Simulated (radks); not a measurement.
The palladium ion Pd37+, 9 electrons, occupied as [He] 2s2 2p5.

Method: scalar-relativistic Kohn-Sham, PBE, spin-polarised, spherical densities, finite nucleus; open shells are filled with parallel spins first (spin-orbit coupling, left out, can overturn this in heavy ions); Fermi nuclear charge, rms radius 4.5318 fm; computed with a radial shooting solver on a logarithmic mesh with Libxc functionals.

Energy parts (eV):
| part | energy |
|---|---|
| total | -101898.588 |
| kinetic | 106645.166 |
| electron-nucleus | -217104.928 |
| Hartree | 10481.877 |
| exchange-correlation | -1920.703 |

Orbitals (lengths in bohr, moments of r in powers of bohr; r(max) is where P^2 peaks):
orbital  occ.  eigenvalue (eV)      <r>     <r^2>   r(max)
1s up       1        -26626.35  0.03181  0.001367  0.02065
1s down     1        -26617.89  0.03180  0.001366  0.02064
2s up       1        -5770.094   0.1345   0.02124   0.1150
2s down     1        -5756.676   0.1346   0.02128   0.1151
2p up       3        -5447.344   0.1166   0.01648  0.09154
2p down     2        -5431.124   0.1167   0.01652  0.09163

The highest occupied level is 2p down at -5431.1 eV. The electron density at the nucleus is 1.341e+05 e/bohr^3 (large components only).
